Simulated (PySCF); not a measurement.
PySCF 2.14 output of an unrestricted LC-wPBE calculation on a single atom or ion in def2-TZVPPD with the def2 core potential (28 electrons) (6s4p3d2f1g, 56 functions), with a scalar-relativistic core potential:

```
SCF conv_tol = 1e-09
number electrons alpha = 8  beta = 5
    O. A. Vydrov and G. E. Scuseria.,  J. Chem. Phys. 125, 234109 (2006)
cycle= 1 E= -46.9024741975142  delta_E= -0.00353  |g|= 0.0183  |ddm|= 0.314
cycle= 2 E= -46.9029919196639  delta_E= -0.000518  |g|= 0.0093  |ddm|= 0.12
cycle= 3 E= -46.903115681182  delta_E= -0.000124  |g|= 0.00367  |ddm|= 0.0693
cycle= 4 E= -46.9031891172212  delta_E= -7.34e-05  |g|= 0.00128  |ddm|= 0.0805
cycle= 5 E= -46.9031976176396  delta_E= -8.5e-06  |g|= 0.000106  |ddm|= 0.0387
cycle= 6 E= -46.9031976820745  delta_E= -6.44e-08  |g|= 4.28e-05  |ddm|= 0.00227
cycle= 7 E= -46.9031976939503  delta_E= -1.19e-08  |g|= 6.15e-06  |ddm|= 0.00129
cycle= 8 E= -46.9031976940369  delta_E= -8.66e-11  |g|= 3.97e-07  |ddm|= 0.000102
converged SCF energy = -46.9031976940369  <S^2> = 3.7767894  2S+1 = 4.0133724
```

The run itself started from symmetry-adapted Hartree-Fock orbitals and held the occupation by maximum overlap, on a logarithmic radial grid, so the iterations belong to that start.

Problem. Which element, charge and spin multiplicity is this?

Solution. Zr⁻ (zirconium, charge -1), multiplicity 4; the state was [Kr] 4d3 5s2, high-spin 4F determinant.

Energies and moments cover only the electrons outside the core potential.
